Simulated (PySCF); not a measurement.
**Vibration and rotation of KTe⁺**

UHF-CCSD(T) constants of KTe⁺, ³Σ⁻ (triplet), unpaired electrons π ↑↑ (basis K def2-SVP, Te def2-SVP with ECP28; scalar-relativistic core potentials; PySCF 2.14; masses 38.9637 and 129.9062 u):

| Property | Result |
| --- | --- |
| ωe | 82.1 cm⁻¹ |
| ωexe | 0.485 cm⁻¹ |
| Be | 0.039649 cm⁻¹ |
| αe | 0.000296 cm⁻¹ |
| D (centrifugal) | 3.7e-08 cm⁻¹ |
| De to K⁺ + Te | 0.420 eV |

(1) Give the vibrational terms G(v) and spacings up to v = 6.

(2) How well does the Morse estimate ωe²/(4ωexe) reproduce De, and what is D0?

Correlated steps freeze 9 core orbitals. Correlated levels converge slowly with the basis: in double zeta they bind strong bonds too weakly, by up to about 1 eV, and carry superposition errors of some tenths. These are scalar-relativistic numbers at best; spin–orbit coupling would shift them, the dissociation energy most. For an ion De counts to the pair picked by the measured ionisation energies or electron affinities, which need not be the lowest pair at this level. The state is the lowest determinant that a PBE0 search found; another state may lie lower at other levels.

## Answers

(1) G(v) = ωe(v+½) − ωexe(v+½)².

```
v  G(v) (cm⁻¹)  G(v) − G(v−1)  Bv (cm⁻¹)
0         40.9                   0.03950
1        122.1           81.1    0.03920
2        202.2           80.2    0.03891
3        281.4           79.2    0.03861
4        359.6           78.2    0.03832
5        436.9           77.2    0.03802
6        513.2           76.3    0.03772
```

(2) It gives 0.431 eV, 103 % of the computed De. D0 = De − G(0) = 0.420 − 0.005 = 0.415 eV.
